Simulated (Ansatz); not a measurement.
Molecule: CH6BNO2, net charge 0, singlet state. SMILES: CNB(O)O
Coordinates optimised at B3LYP-D3(BJ)/def2-TZVP (Ansatz, an electronic-structure program):
```xyz
11

C      1.8389     0.7209     0.1206
N      0.7835    -0.2076     0.4795
B     -0.5420    -0.2111    -0.0376
O     -1.4826    -1.1421     0.3431
O     -0.9883     0.7192    -0.9466
H      2.5563     0.8204     0.9364
H      2.3904     0.4209    -0.7780
H      1.4271     1.7180    -0.0527
H      1.0872    -0.9676     1.0641
H     -1.1868    -1.7562     1.0181
H     -0.3154     1.3310    -1.2519
```

Wanted: vertical triplet-singlet gap (E(triplet) - E(singlet); each state is the SCF solution reached for its spin), in eV. Cores are frozen in the correlated levels unless marked. UHF or UKS for open shells. No spin-orbit coupling. No relativistic terms. Basis-set limits of correlation are two-point, X^-3; Hartree-Fock from the larger set. The bracket is a focal-point correction in the basis named.

| level | program | vertical triplet-singlet gap (eV) | minus last row |
|---|---|---|---|
| HF/aug-cc-pVDZ | Ansatz | 5.00 | -0.87 |
| HF/aug-cc-pVTZ | Ansatz | 5.01 | -0.86 |
| PBE/def2-TZVPD | Ansatz | 5.22 | -0.65 |
| r2SCAN/def2-TZVPD | Ansatz | 5.39 | -0.48 |
| B3LYP/def2-TZVPD | Ansatz | 5.51 | -0.36 |
| PBE0/def2-TZVPD | Ansatz | 5.55 | -0.32 |
| BHLYP/def2-TZVPD | Ansatz | 5.71 | -0.16 |
| CAM-B3LYP/def2-TZVPD | Ansatz | 5.76 | -0.11 |
| wB97M-V/def2-TZVPD | Ansatz | 5.91 | 0.04 |
| wB97X-V/def2-TZVPD | Ansatz | 5.99 | 0.12 |
| B2PLYP/def2-TZVPD | Ansatz | 5.73 | -0.14 |
| MP2/aug-cc-pVDZ | Ansatz | 5.94 | 0.07 |
| MP2/aug-cc-pVTZ | Ansatz | 6.09 | 0.22 |
| RI-MP2/aug-cc-pVTZ | Ansatz | 6.09 | 0.22 |
| RI-MP2/CBS(aug-cc-pVTZ,aug-cc-pVQZ) | Ansatz | 6.18 | 0.31 |
| SCS-MP2/aug-cc-pVDZ | Ansatz | 5.97 | 0.10 |
| SCS-MP2/aug-cc-pVTZ | Ansatz | 6.13 | 0.26 |
| CCSD/aug-cc-pVDZ | Ansatz | 5.67 | -0.20 |
| CCSD(T)/aug-cc-pVDZ | Ansatz | 5.65 | -0.22 |
| RI-MP2/CBS(aug-cc-pVTZ,aug-cc-pVQZ)+[CCSD(T)-MP2]/aug-cc-pVDZ | Ansatz | 5.89 | 0.02 |
| RI-MP2/CBS(aug-cc-pVTZ,aug-cc-pVQZ)+[CCSD(T)-MP2]/aug-cc-pVTZ | Ansatz | 5.87 | 0.00 |
